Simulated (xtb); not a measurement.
Al(OH)2 (AlH2O2), SMILES [OH][Al+][OH], charge +1. All values are semi-empirical tight-binding results from xtb (GFN2-xTB unless named), good for trends rather than for accurate numbers. Geometry optimised at GFN2-xTB. The spin state was assumed, not searched. The isomer is the one that the SMILES or the coordinates give; other isomers of the formula were not compared. Other conformers were not sampled.

Optimised geometry:

Bonds (Å): Al1–O2 1.607, Al1–O4 1.607, O2–H3 0.964, O4–H5 0.964. Angles (°): O2–Al1–O4 173.8, Al1–O2–H3 152.0, Al1–O4–H5 152.0.
Charge +1, spin multiplicity 1.

For metal compounds this method's bond lengths and energies can be far off.

The point group as xtb finds it is C2v, the orbital gap is 3.63 eV and the zero-point energy comes out as 14.8 kcal/mol. The G − E(el) at 298.15 K (modified RRHO) is -0.7 kcal/mol.

Computed atomic charges and the Wiberg bond orders between heavy atoms:
charges (e) Al1 0.66, O2 -0.28, H3 0.45, O4 -0.28, H5 0.45. Bond orders Al1–O2 1.73, Al1–O4 1.73.
